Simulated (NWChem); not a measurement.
Program: NWChem. System: HIn, charge 0, spin multiplicity 1, at a geometry optimised with PBE/def2-SVP with def2 effective core potentials on In. The structure started from a generated list of species. Level: RHF/def2-TZVP with def2 effective core potentials on In.

Input file:

```
start mol
memory heap 200 mb stack 900 mb global 1100 mb
geometry units angstroms nocenter noautoz
  In     0.000000     0.000000     0.037722
  H      0.000000     0.000000    -1.848379
  symmetry group C2v
end
basis spherical
  * library def2-tzvp
end
ecp
  In library def2-ecp
end
scf
  rhf
  nopen 0
  maxiter 100
  thresh 1e-7
  semidirect memsize 60000000 filesize 0
end
task scf energy
```

Part of the output:

```
             Northwest Computational Chemistry Package (NWChem) 7.3.0
             --------------------------------------------------------

                                NWChem Input Module
                                -------------------

 Scaling coordinates for geometry "geometry" by  1.889725989
 (inverse scale =  0.529177249)

 Turning off AUTOSYM since
 SYMMETRY directive was detected!

                             Geometry "geometry" -> ""
                             -------------------------

 Output coordinates in angstroms (scale by  1.889725989 to convert to a.u.)

  No.       Tag          Charge          X              Y              Z
 ---- ---------------- ---------- -------------- -------------- --------------
    1 In                  49.0000     0.00000000     0.00000000     0.03772200
    2 H                    1.0000     0.00000000     0.00000000    -1.84837900

 Effective nuclear repulsion energy (a.u.)      13.7477713023

            Nuclear Dipole moment (a.u.)
            ----------------------------
        X                 Y               Z
 ---------------- ---------------- ----------------
     0.0000000000     0.0000000000    -0.0000018897

      Symmetry information
      --------------------

 Group name             C2v
 Group number             16
 Group order               4
 No. of unique centers     2

      Symmetry unique atoms

     1    2


 Summary of "ao basis" -> "" (spherical)
 ------------------------------------------------------------------------------
       Tag                 Description            Shells   Functions and Types
 ---------------- ------------------------------  ------  ---------------------
 *                         def2-tzvp                  on all atoms

 Summary of "ao basis" -> "ao basis" (spherical)
 ------------------------------------------------------------------------------
       Tag                 Description            Shells   Functions and Types
 ---------------- ------------------------------  ------  ---------------------
 In                        def2-tzvp                16       50   6s5p3d2f
 H                         def2-tzvp                 4        6   3s1p

                                 NWChem SCF Module
                                 -----------------

  ao basis        = "ao basis"
  functions       =    56
  atoms           =     2
  closed shells   =    11
  open shells     =     0
  charge          =   0.00
  wavefunction    = RHF
  use symmetry    = T
  symmetry adapt  = T

 Summary of "ao basis" -> "ao basis" (spherical)
 ------------------------------------------------------------------------------
       Tag                 Description            Shells   Functions and Types
 ---------------- ------------------------------  ------  ---------------------
 In                        def2-tzvp                16       50   6s5p3d2f
 H                         def2-tzvp                 4        6   3s1p

      Symmetry analysis of basis
      --------------------------

        a1         25
        a2          5
        b1         13
        b2         13

 Forming initial guess at       0.1s

      Superposition of Atomic Density Guess
      -------------------------------------

 Sum of atomic energies:        -218.55922902

      Non-variational initial energy
      ------------------------------

 Total energy =    -189.595449
 1-e energy   =    -347.046470
 2-e energy   =     151.559119
 HOMO         =      -0.194989
 LUMO         =      -0.013282
[...]
         Quadratically convergent ROHF

 Convergence threshold     :          1.000E-07
 Maximum no. of iterations :          100
 Final Fock-matrix accuracy:          1.000E-09
 ----------------------------------------------

              iter       energy          gnorm     gmax       time
             ----- ------------------- --------- --------- --------
                 1     -189.7656359663  2.56D-01  1.18D-01      0.3
                 2     -189.7760521960  9.69D-02  2.61D-02      0.3
                 3     -189.7769602964  3.44D-03  1.20D-03      0.3
                 4     -189.7769619554  4.60D-06  1.31D-06      0.4
                 5     -189.7769619554  8.65D-09  2.32D-09      0.4

       Final RHF  results
       ------------------

         Total SCF energy =   -189.776961955419
      One-electron energy =   -347.237333657728
      Two-electron energy =    151.568469715622
 Nuclear repulsion energy =      5.891901986688

        Time for solution =      0.0s

       Symmetry analysis of molecular orbitals - final
       -----------------------------------------------

  Numbering of irreducible representations:

     1 a1          2 a2          3 b1          4 b2

  Orbital symmetries:

     1 a1          2 b2          3 b1          4 a1          5 a2
     6 a1          7 a1          8 b2          9 b1         10 a1
    11 a1         12 b2         13 b1         14 a1         15 b1
    16 b2         17 a1         18 a1         19 a2         20 a1
    21 b1

             Final eigenvalues
             -----------------

              1
    1   -5.3725
    2   -3.6288
    3   -3.6288
    4   -3.6192
    5   -1.0167
    6   -1.0167
    7   -1.0060
    8   -1.0055
    9   -1.0055
   10   -0.4680
   11   -0.2825
   12    0.0164
   13    0.0164
   14    0.0997
   15    0.1515
   16    0.1515
   17    0.1870
   18    0.2567
   19    0.2679
   20    0.2679
   21    0.2703

                       ROHF Final Molecular Orbital Analysis
                       -------------------------------------

 Vector    9  Occ=2.000000D+00  E=-1.005507D+00  Symmetry=b1
              MO Center= -6.9D-18, -4.9D-32,  3.6D-02, r^2= 4.5D-01
   Bfn.  Coefficient  Atom+Function         Bfn.  Coefficient  Atom+Function
  ----- ------------  ---------------      ----- ------------  ---------------
    25      0.904251  1 In d  1              30      0.166949  1 In d  1

 Vector   10  Occ=2.000000D+00  E=-4.679959D-01  Symmetry=a1
              MO Center= -4.8D-16,  1.8D-16, -8.7D-01, r^2= 2.1D+00
   Bfn.  Coefficient  Atom+Function         Bfn.  Coefficient  Atom+Function
  ----- ------------  ---------------      ----- ------------  ---------------
     2      0.546234  1 In s                  5      0.533274  1 In s
     1     -0.402285  1 In s                  6      0.319642  1 In s
     3     -0.315858  1 In s                  4     -0.246037  1 In s
    52      0.226013  2 H  s                 53      0.154733  2 H  s

 Vector   11  Occ=2.000000D+00  E=-2.825088D-01  Symmetry=a1
              MO Center=  5.6D-15,  2.6D-15, -4.7D-02, r^2= 3.6D+00
   Bfn.  Coefficient  Atom+Function         Bfn.  Coefficient  Atom+Function
  ----- ------------  ---------------      ----- ------------  ---------------
     6      0.419123  1 In s                  5      0.398728  1 In s
     2      0.396700  1 In s                  1     -0.292056  1 In s
    18      0.282870  1 In pz                53     -0.246983  2 H  s
     3     -0.234892  1 In s                 52     -0.215476  2 H  s
    12     -0.207270  1 In pz                15      0.198777  1 In pz

 Vector   12  Occ=0.000000D+00  E= 1.643203D-02  Symmetry=b2
              MO Center= -3.2D-29, -3.0D-15,  3.9D-02, r^2= 7.6D+00
   Bfn.  Coefficient  Atom+Function         Bfn.  Coefficient  Atom+Function
  ----- ------------  ---------------      ----- ------------  ---------------
    20      0.738256  1 In py                11     -0.207045  1 In py
    17      0.206587  1 In py                14      0.205532  1 In py

 Vector   13  Occ=0.000000D+00  E= 1.643203D-02  Symmetry=b1
              MO Center= -1.5D-15,  7.6D-29,  3.9D-02, r^2= 7.6D+00
   Bfn.  Coefficient  Atom+Function         Bfn.  Coefficient  Atom+Function
  ----- ------------  ---------------      ----- ------------  ---------------
    19      0.738256  1 In px                10     -0.207045  1 In px
    16      0.206587  1 In px                13      0.205532  1 In px

 Vector   14  Occ=0.000000D+00  E= 9.968229D-02  Symmetry=a1
              MO Center=  3.3D-17,  1.7D-17,  5.8D-01, r^2= 1.3D+01
   Bfn.  Coefficient  Atom+Function         Bfn.  Coefficient  Atom+Function
  ----- ------------  ---------------      ----- ------------  ---------------
    21      1.509235  1 In pz                53      1.039793  2 H  s
     6     -0.660773  1 In s                 18     -0.290269  1 In pz

 center of mass
 --------------
 x =   0.00000000 y =   0.00000000 z =   0.04029430

 moments of inertia (a.u.)
 ------------------
          12.691708724182           0.000000000000           0.000000000000
           0.000000000000          12.691708724182           0.000000000000
           0.000000000000           0.000000000000           0.000000000000

  Mulliken analysis of the total density
  --------------------------------------

    Atom       Charge   Shell Charges
 -----------   ------   -------------------------------------------------------
    1 In  21    20.78   0.40 -0.84  1.58  0.85  1.02  0.85 -0.41  6.38  0.29  0.47  0.12  8.93  1.05  0.08  0.01  0.00
    2 H    1     1.22   0.21  0.56  0.45  0.00

       Multipole analysis of the density wrt the origin
       ------------------------------------------------

     L   x y z        total         open         nuclear
     -   - - -        -----         ----         -------
     0   0 0 0     -0.000000      0.000000     22.000000

     1   1 0 0     -0.000000      0.000000      0.000000
     1   0 1 0     -0.000000      0.000000      0.000000
     1   0 0 1      0.291532      0.000000     -1.995961

     2   2 0 0    -16.761690      0.000000      0.000000
     2   1 1 0     -0.000000      0.000000      0.000000
     2   1 0 1     -0.000000      0.000000      0.000000
     2   0 2 0    -16.761690      0.000000      0.000000
     2   0 1 1     -0.000000      0.000000      0.000000
     2   0 0 2    -24.682133      0.000000     12.307269

 Task  times  cpu:        0.3s     wall:        0.3s

 Total times  cpu:        0.4s     wall:        0.4s
```
